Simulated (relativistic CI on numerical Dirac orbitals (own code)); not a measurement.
## Charge states of palladium

Method of calculation: Dirac-Coulomb-Breit CI, orbitals from a KLI potential per configuration, model QED, valence Slater integrals scaled by 0.9 (own radial code, finite nucleus).

Each species is treated in one configuration, given outside its closed core. Radial values are for the open shell of highest l, unscaled and averaged over j; ζ includes the Breit term. Labels give the leading LS character, summed over repeated terms.

| Ion | Configuration | Its lowest level | LS weight (%) | Next level | E (cm⁻¹) | ζ (cm⁻¹) | g_J | g√(J(J+1)) |
| --- | --- | --- | --- | --- | --- | --- | --- | --- |
| Pd24+ | 3d4 | 5D_0 | 63 | 5D_1 | 23241 | 21590 |  | 0.00 |
| Pd25+ | 3d3 | 4F_3/2 | 82 | 4F_5/2 | 31342 | 22340 | 0.486 | 0.94 |
| Pd26+ | 3d2 | 3F_2 | 88 | 3F_3 | 47574 | 23120 | 0.707 | 1.73 |
| Pd27+ | 3d | 2D_3/2 | 100 | 2D_5/2 | 59963 | 23910 | 0.796 | 1.54 |
| Pd28+ | 3s2.3p6 | 1S_0 | 100 |  |  |  |  | 0.00 |
| Pd29+ | 3s2.3p5 | 2P°_3/2 | 100 | 2P°_1/2 | 293090 | 195000 | 1.330 | 2.58 |
| Pd30+ | 3s2.3p4 | 3P_2 | 75 | 1S_0 | 79363 | 199100 | 1.373 | 3.36 |
| Pd31+ | 3s2.3p3 | J = 3/2 (mixed) | 40 | J = 3/2 (mixed) | 253180 | 203100 | 1.468 | 2.84 |
| Pd32+ | 3s2.3p2 | 3P_0 | 77 | 3P_1 | 264820 | 207200 |  | 0.00 |
| Pd33+ | 3s2.3p | 2P°_1/2 | 100 | 2P°_3/2 | 317620 | 211400 | 0.660 | 0.57 |
| Pd34+ | 3s2 | 1S_0 | 100 |  |  |  |  | 0.00 |
| Pd35+ | 3s | 2S_1/2 | 100 |  |  |  | 1.996 | 1.73 |
| Pd36+ | 2s2.2p6 | 1S_0 | 100 |  |  |  |  | 0.00 |
| Pd37+ | 2s2.2p5 | 2P°_3/2 | 100 | 2P°_1/2 | 1.3267e+06 | 882700 | 1.321 | 2.56 |
| Pd38+ | 2s2.2p4 | 3P_2 | 72 | 1S_0 | 239350 | 902900 | 1.349 | 3.30 |
| Pd39+ | 2s2.2p3 | J = 3/2 (mixed) | 44 | 4S°_3/2 | 1.2296e+06 | 923400 | 1.395 | 2.70 |
| Pd40+ | 2s2.2p2 | 3P_0 | 73 | 3P_1 | 1.2819e+06 | 944400 |  | 0.00 |
| Pd41+ | 2s2.2p | 2P°_1/2 | 100 | 2P°_3/2 | 1.4512e+06 | 965700 | 0.648 | 0.56 |
| Pd42+ | 2s2 | 1S_0 | 100 |  |  |  |  | 0.00 |
| Pd43+ | 2s | 2S_1/2 | 100 |  |  |  | 1.984 | 1.72 |
| Pd44+ | 1s2 | 1S_0 | 100 |  |  |  |  | 0.00 |
